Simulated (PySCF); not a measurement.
# Structure elucidation problem

The spectra below were simulated for a compound C₇H₆BFO₂.

1H NMR (400 MHz, computed): δ 7.55 (ddd, J = 9.1, 8.4, 5.2 Hz, 1H), 7.18 (ddt, J = 8.4, 1.3, 1.1 Hz, 1H), 7.07 (ddt, J = 9.1, 8.2, 1.0 Hz, 1H), 5.06 (t, J = 1.1 Hz, 2H), 4.64 (br s, 1H).

13C{1H} NMR (computed): δ 172.2 (d, J = 312.9 Hz), 164.3 (d, J = 6.1 Hz), 139.2 (d, J = 5.1 Hz), 121.6, 120.9 (d, J = 24.5 Hz), 118.1 (d, J = 20.6 Hz), 73.3.

[PySCF 2.14.0 with density-fitted response routines: spin–spin couplings from B3LYP/pcJ-1 (spin–dipole term only in couplings to heteroatoms); coordinates at the PBE0-D3(BJ)/def2-SVP level; NMR shieldings at PBE0/pcSseg-1/GIAO; equivalent nuclei averaged; isolated molecule; a single conformation; non-relativistic Hamiltonian]

References, each an isolated molecule treated in the same way: 1H (31.27 ppm), 13C (184.41 ppm) vs TMS.

Deduce the structure.

Results:


- 7 carbon signals for 7 carbons: no two carbons are equivalent.
- Carbon types of the structure: 3 × C, 3 × CH, 1 × CH2, leaving 1 H on heteroatoms.
- δC 172.2: aromatic carbon bearing fluorine; an ipso carbon deshielded by its heteroatom.
- δC 164.3, 120.9: substituted aromatic carbon.
- δC 139.2, 121.6, 118.1: aromatic CH.
- δC 73.3: sp3 CH2 bonded to O, on an aromatic ring; the inductive effect lowers its shielding.
- δH 7.55, 7.18, 7.07: hydrogen on an aromatic CH; the ring current deshields protons in the ring plane.
- δH 5.06: hydrogen on an sp3 CH2 bonded to O, on an aromatic ring; its carbon carries O, hence the downfield position.
- δH 4.64: hydrogen on an oxygen bonded to B; exchangeable; this is the value without hydrogen bonding to other molecules.
- The protons at 7.55 and 7.07 share a coupling of 9.1 Hz (vicinal, an ortho-type coupling).
- The protons at 7.18 and 7.55 share a coupling of 8.4 Hz (vicinal, an ortho-type coupling).

Structure: `c12c(cccc1F)COB2O`.

This is the structure that produced the data.

The OH or NH signal is concentration- and solvent-dependent in practice; the value given is the gas-phase one. A carbon bonded to boron is broadened by the quadrupolar boron nucleus and is often missing from a measured spectrum. C–F couplings over four or more bonds (about 3 Hz to the para carbon of a fluoroarene) are left out. Common functionals overestimate the size of one-bond C–F couplings by tens of Hz; these are unscaled. Multiplet labels drop couplings under 1 Hz and merge nearly equal ones. Unscaled 3J(H,H) at this level run about 10 % above measured values. Shifts are as computed. Against solution values, carbons near 30 ppm lie about +2 ppm off and those near 130 ppm about +5 ppm. Of 1309 compounds with measured shifts, 239 miss one by over three times the rms of a fit or turn the order of signals round; such compounds aren't used in these exercises.
